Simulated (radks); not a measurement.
Effect of the nuclear size on neutral nickel, [Ar] 3d8 4s2. Method: Dirac Kohn-Sham, LDA (Slater exchange, Perdew-Wang correlation), spin-unpolarised, spherical densities, finite nucleus; open shells are shared between the two j in proportion to 2j + 1; Fermi nuclear charge, rms radius 3.7757 fm; computed with a radial shooting solver on a logarithmic mesh with Libxc functionals. The rms radius is varied about that value; shifts are against it.

| rms radius (fm) | total energy shift (eV) | density at nucleus (e/bohr^3) | 1s1/2 shift (meV) | 2s1/2 shift (meV) | 3s1/2 shift (meV) |
|---|---|---|---|---|---|
| 3.1565 | -0.0474 | 1.968e+04 | -20.1 | -1.87 | -0.268 |
| 3.5529 | -0.0180 | 1.956e+04 | -7.64 | -0.708 | -0.102 |
| 3.7757 | 0 | 1.951e+04 | 0.000 | 0.000 | 0.000 |
| 4.1344 | 0.0311 | 1.942e+04 | 13.2 | 1.23 | 0.176 |
| 4.3043 | 0.0468 | 1.938e+04 | 19.9 | 1.84 | 0.265 |

Slopes of the eigenvalues against <r^2> in GHz/fm^2, as finite differences over the two radii next to the reference (eigenvalue slopes, not the field-shift constants of lines): 1s1/2 1130, 2s1/2 105, 3s1/2 15.0.
